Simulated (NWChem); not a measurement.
Molecule: isopropylamine (C3H9N); SMILES CC(C)N

```xyz
13

C      0.6930     0.1115    -1.2576
C     -0.0224    -0.3589     0.0000
C      0.6930     0.1115     1.2576
N     -1.3779     0.1726     0.0000
H      1.7277    -0.2618    -1.2926
H      0.7129     1.2119    -1.2928
H      0.1795    -0.2451    -2.1653
H      0.0004    -1.4724     0.0000
H      0.1795    -0.2451     2.1653
H      0.7129     1.2119     1.2928
H      1.7277    -0.2618     1.2926
H     -1.8887    -0.1653     0.8140
H     -1.8887    -0.1653    -0.8140
```
Atoms are numbered in this order, from 1.

Program: NWChem. Pople sets run with spherical d functions. Geometry: optimised at PBE0/def2-SVP. B3LYP is NWChem's, with the RPA form of VWN correlation. Total energies compare along this basis series because the functional is fixed.

| level | basis functions | energy (Ha) | highest occupied level (eV) | orbital gap (eV) | dipole (D) |
|---|---|---|---|---|---|
| B3LYP/STO-3G | 29 | -172.3309 | -3.48 | 12.93 | 1.36 |
| B3LYP/3-21G | 54 | -173.5330 | -5.64 | 8.35 | 1.42 |
| B3LYP/6-31G* | 74 | -174.4837 | -6.21 | 8.29 | 1.31 |
| B3LYP/6-31+G* | 90 | -174.4942 | -6.61 | 6.65 | 1.43 |
| B3LYP/def2-SVP | 101 | -174.3629 | -6.32 | 7.58 | 1.26 |
| B3LYP/def2-SVPD | 152 | -174.3811 | -6.70 | [?] | 1.29 |
| B3LYP/def2-TZVP | 178 | -174.5638 | -6.64 | 7.25 | 1.30 |
| B3LYP/6-311++G** | 151 | -174.5489 | -6.68 | 6.31 | 1.36 |

Question: Fill in the missing entries.

Answer: 
- B3LYP/def2-SVPD, orbital gap (eV): 7.07
